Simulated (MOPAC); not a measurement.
MOPAC input (MNDO):

```
MNDO PRECISE GNORM=0.05 LET XYZ UHF MS=0.5 GEO-OK AUX(PRECISION=9) THREADS=1
CNO

N    -0.00000000 1   -0.00000000 1   -1.26217169 1
C    -0.00000000 1   -0.00000000 1   -0.04055002 1
O     0.00000000 1    0.00000000 1    1.13481274 1
```

What heat of formation does the run end on?

31.55 kcal/mol.
